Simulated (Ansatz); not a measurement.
Consider the redistribution: `OBC[SiH3]` + `C[SiH2][SiH](F)F` → `C[SiH2][SiH](F)[SiH3]` + `OBCF`.

Computed with Ansatz on PBE0-D4/def2-TZVP structures; ΔE is electronic, products minus reactants. CCSD(T)/CBS adds triple-zeta CCSD(T) − MP2 to the extrapolated MP2 energy (def2 sets, frozen cores). DFT in def2-TZVPP. B3LYP here is the variant with VWN-RPA as its local correlation; programs differ in this. Each species was taken in one conformer, which may not be the lowest.

`OBC[SiH3]`:

```xyz
11

O    -0.584    0.790   -1.975
B    -0.345    1.050   -0.664
C     0.779    0.266    0.065
Si    0.072   -1.201    1.005
H    -1.317    1.297   -2.332
H    -1.033    1.856   -0.089
H     1.277    0.889    0.815
H     1.526   -0.126   -0.632
H     1.147   -1.907    1.751
H    -0.954   -0.751    1.985
H    -0.567   -2.165    0.071
```

`C[SiH2][SiH](F)F`:

Cartesian coordinates in Å:
```
C -0.486 0.117 -1.658
Si 0.376 -0.777 -0.255
Si 0.192 0.437 1.740
F 0.821 1.891 1.537
F -1.351 0.658 2.086
H -0.043 1.103 -1.815
H -0.398 -0.450 -2.587
H -1.546 0.250 -1.435
H 1.827 -0.962 -0.539
H -0.219 -2.122 -0.022
H 0.828 -0.145 2.947
```

`C[SiH2][SiH](F)[SiH3]`:

Cartesian coordinates in Å:
```
C 1.975 0.983 1.579
Si 0.916 -0.345 0.785
Si -0.776 0.558 -0.566
F -0.115 1.559 -1.651
Si -2.012 -1.090 -1.685
H 2.451 1.600 0.814
H 2.758 0.536 2.195
H 1.369 1.634 2.212
H 0.233 -1.172 1.822
H 1.754 -1.261 -0.039
H -1.704 1.378 0.267
H -2.646 -1.965 -0.661
H -1.123 -1.922 -2.538
H -3.077 -0.493 -2.534
```

`OBCF`:

Cartesian coordinates in Å:
```
O -0.778 -0.812 -1.153
B 0.261 -0.386 -0.400
C -0.068 0.637 0.746
F 1.059 1.012 1.466
H -0.527 -1.434 -1.839
H 1.378 -0.776 -0.604
H -0.796 0.213 1.450
H -0.529 1.546 0.336
```

Is it downhill or uphill in electronic energy at CCSD(T)/CBS, and by how much? (Estimate.)

Ansatz gave: Uphill: ΔE = +266.5 kJ/mol.

What do these levels give: B3LYP-D4, ωB97X-V, B2PLYP, PBE0, B3LYP, HF/def2-TZVPP, MP2/def2-TZVPP, CCSD(T)/def2-TZVPP, HF/def2-QZVPP, MP2/def2-QZVPP, SCS-MP2/def2-QZVPP, MP2/CBS(def2)? (Best estimate.)

Ansatz gave: B3LYP-D4 251.5, ωB97X-V 252.3, B2PLYP 263.1, PBE0 244.8, B3LYP 251.2, HF/def2-TZVPP 264.3, MP2/def2-TZVPP 282.2, CCSD(T)/def2-TZVPP 263.7, HF/def2-QZVPP 267.3, MP2/def2-QZVPP 284.9, SCS-MP2/def2-QZVPP 277.5, MP2/CBS(def2) 285.0 kJ/mol.

Largest T1 diagnostic among the species: 0.012.

From PBE to PBE0 (25 % exact exchange), in def2-TZVPP and without D4, ΔE moves by +9.4 kJ/mol.
